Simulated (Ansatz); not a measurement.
Conformers of C$_{2}$H$_{7}$ClFNSi$_{2}$ (`C=C[SiH](F)N[SiH2]Cl`), each relaxed with PBE0-D4/def2-TZVP in Ansatz. CBS adds the triple-zeta coupled-cluster correction to the MP2 limit.

Not all of them had a frequency check.

Conformer A:

Z-matrix (Å, degrees):
```
Si
C 1 1.844
N 1 1.719 2 109.7
F 1 1.600 2 110.4 3 -119.4
H 1 1.481 2 111.0 3 123.5
C 2 1.331 1 121.0 3 -111.5
H 2 1.088 1 120.5 3 68.2
Si 3 1.712 1 128.4 2 6.4
H 3 1.012 1 115.9 2 174.3
H 6 1.087 2 121.7 1 -0.5
H 6 1.086 2 122.4 1 179.3
Cl 8 2.063 3 113.0 1 79.2
H 8 1.479 3 108.8 1 -163.0
H 8 1.476 3 109.9 1 -39.4
```

Conformer B:

```xyz
14

C     1.600    1.282    1.314
C     1.190    0.845    0.125
Si   -0.530    1.103   -0.488
F    -1.332    1.871    0.667
N    -1.253   -0.414   -0.841
Si   -0.840   -1.957   -0.219
Cl    0.689   -2.846   -1.285
H     0.932    1.817    1.983
H     2.614    1.124    1.669
H     1.898    0.312   -0.507
H    -0.636    1.955   -1.694
H    -1.969   -0.410   -1.555
H    -0.356   -1.825    1.168
H    -2.008   -2.857   -0.337
```

Q: Which is lowest in electronic energy at CCSD(T)/CBS (frozen core, def2 sets), and by how much? (Best estimate.)

A: The calculation gave: B; A lies 2.6 kJ/mol higher.

Q: Give the energies relative to B (kJ/mol) with r2SCAN-D4/def2-TZVPP, PBE0-D4/def2-TZVPP, B3LYP-D4/def2-TZVPP, MP2/def2-TZVPP, CCSD(T)/def2-TZVPP, HF/def2-QZVPP, MP2/def2-QZVPP. (An estimate is asked.)

A: Ansatz gave: 
| level | A |
| --- | --- |
| r2SCAN-D4/def2-TZVPP | 3.6 |
| PBE0-D4/def2-TZVPP | 3.0 |
| B3LYP-D4/def2-TZVPP | 3.3 |
| MP2/def2-TZVPP | 2.3 |
| CCSD(T)/def2-TZVPP | 2.6 |
| HF/def2-QZVPP | 2.7 |
| MP2/def2-QZVPP | 2.2 |

B3LYP here is the variant with VWN-RPA as its local correlation; programs differ in this.
